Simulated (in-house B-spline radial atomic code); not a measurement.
Configurations of Ti4+, with energies counted from [Ne] 3s2 3p6. Level of theory: scalar-relativistic (X2C) wB97X, spin-polarised, spherical fractional occupations, Fermi nucleus of rms radius 3.5921 fm; calculated with an all-electron radial atomic-structure program (B-spline basis). Caution: exact exchange at fractional occupations of open shells leaves self-interaction of up to several eV. Shells without spins written out take the highest spin.

Occupations are held fixed; configurations that lie above the ionisation limit could autoionise.

```tsv
configuration	E - E(ref) (eV)	highest orbital	its <r> (bohr)
[Ne] 3s1 3p6 3d1	66.009	3d up	1.134
[Ne] 3s(1 up, 0 down) 3p6 4p(1 up, 0 down)	89.785	4p up	2.58
[He] 2s2 2p(2 up, 3 down) 3s2 3p6 3d(0 up, 1 down)	473.28	3d down	1.064
[He] 2s2 2p(3 up, 2 down) 3s2 3p6 4s(0 up, 1 down)	490.56	4s down	2.279
[He] 2s2 2p5 3s2 3p6 4d1	509.53	4d up	3.066
[He] 2s2 2p5 3s2 3p6 4f1	516.89	4f up	3.66
```

**Question.** Order these further configurations by energy, lowest first.
A. [Ne] 3s2 3p5 4f1
B. [Ne] 3s2 3p5 3d1
C. [Ne] 3s1 3p6 4f1
D. [Ne] 3s1 3p6 4d1
E. [Ne] 3s2 3p5 4p1

**Answer.** B (43.808 eV), E (67.251 eV), A (83.753 eV), D (99.602 eV), C (106.34 eV).

**Question.** How far above the reference does [Ne] 3s2 3p(3 up, 2 down) 4s(0 up, 1 down) lie?

**Answer.** 58.313 eV; its least bound orbital is 4s down with <r> = 2.325 bohr.

**Question.** How far above the reference does [Ne] 3s1 3p6 4s1 lie?

**Answer.** 80.675 eV; its least bound orbital is 4s up with <r> = 2.31 bohr.
